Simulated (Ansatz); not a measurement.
```yaml
crystal:
  periodic: [false, false, false]
  atoms:
    - {symbol: N, position_ang: [-0.709552, 1.735372, 0.334111]}
    - {symbol: Sn, position_ang: [0.489402, 0.126054, 0.075330]}
    - {symbol: N, position_ang: [0.202171, -1.344019, 1.427675]}
    - {symbol: N, position_ang: [-0.139301, -0.800091, -1.608546]}
    - {symbol: H, position_ang: [-1.588691, 1.677965, -0.162816]}
    - {symbol: H, position_ang: [-0.278776, 2.624516, 0.120331]}
    - {symbol: H, position_ang: [2.110336, 0.662886, 0.202831]}
    - {symbol: H, position_ang: [0.477016, -1.094242, 2.368793]}
    - {symbol: H, position_ang: [-0.759286, -1.658944, 1.463980]}
    - {symbol: H, position_ang: [-0.010001, -0.271241, -2.460801]}
    - {symbol: H, position_ang: [0.272082, -1.715256, -1.740390]}
basis:
  gaussian: {orbitals: def2-SVPD}
hamiltonian: {xc: {name: PBE0-DH}}
output: {forces: true}
```

```sh
$ ansatz run in.yaml --threads 4 --pin off --events-out ev --progress --plain --max-ram 10444MiB
```

It prints (some lines left out):

```
Functional definition: PBE0-DH
  name "PBE0-DH"
  cite "Brémond & Adamo, J. Chem. Phys. 135, 024106 (2011) doi:10.1063/1.3604569"
  cite "Perdew, Burke & Ernzerhof, Phys. Rev. Lett. 77, 3865 (1996) doi:10.1103/PhysRevLett.77.3865"
  parameter a = 1/2
  parameter c = 1/8
  exchange = (1 - a)*pbe_x + a*exact_x
  correlation = (1 - c)*pbe_c + c*(mp2_os + mp2_ss)
1561 factors; integrals over basis functions are off by at most 1.2e-3 eV
mean field evaluation 1: about -10391.6909 eV, gradient 7.0e1 eV
mean field evaluation 2: about -10391.8283 eV, gradient 7.0e1 eV
mean field evaluation 4: about -10401.7908 eV, gradient 3.2e0 eV
mean field evaluation 8: about -10401.8237 eV, gradient 4.6e-1 eV
mean field evaluation 16: about -10401.8242 eV, gradient 9.3e-5 eV
mean field -10401.82422360 eV, -382.2599896075 hartree, gradient 7.4e-6 eV, S^2 0.000000; 0 other end points of the search recorded, 0 dependent functions left out
7 core orbitals not correlated: weight in the atoms' cores, before any rotation towards them, 1.000 or more for the frozen orbitals, at most 0.000 for the correlated occupied ones
reference -10401.82424972 eV, -382.2599905677 hartree; 18, 18 occupied and 123, 123 virtual orbitals, 1561 factors
second order -23.32082098 eV of doubles, -0.00000000 eV of singles
the calculation of the forces begins
Total energy: -10404.73935235 eV, -382.3671186131 hartree
Atom 0 at    -0.709552     1.735372     0.334111 Å, force    -0.040464     0.125334    -0.058504 eV/Å
Atom 1 at     0.489402     0.126054     0.075330 Å, force     0.263043     0.074913     0.064722 eV/Å
Atom 2 at     0.202171    -1.344019     1.427675 Å, force    -0.034354    -0.050733     0.120504 eV/Å
Atom 3 at    -0.139301    -0.800091    -1.608546 Å, force     0.048006    -0.028308    -0.114952 eV/Å
Atom 4 at    -1.588691     1.677965    -0.162816 Å, force    -0.068011     0.023654     0.013964 eV/Å
Atom 5 at    -0.278776     2.624516     0.120331 Å, force    -0.023336     0.070933     0.027023 eV/Å
Atom 6 at     2.110336     0.662886     0.202831 Å, force    -0.054507    -0.019977    -0.019738 eV/Å
Atom 7 at     0.477016    -1.094242     2.368793 Å, force     0.016226    -0.058668     0.047691 eV/Å
Atom 8 at    -0.759286    -1.658944     1.463980 Å, force    -0.027800    -0.065281     0.009398 eV/Å
Atom 9 at    -0.010001    -0.271241    -2.460801 Å, force    -0.051918    -0.013573    -0.057570 eV/Å
Atom 10 at     0.272082    -1.715256    -1.740390 Å, force    -0.026884    -0.058293    -0.032538 eV/Å
Dipole moment:     0.096757     0.187731    -0.185200 e Å
```

It took 7 s on 4 threads of an Intel Xeon Platinum 8259CL on a shared host, with 0.58 GiB of host memory at the peak.
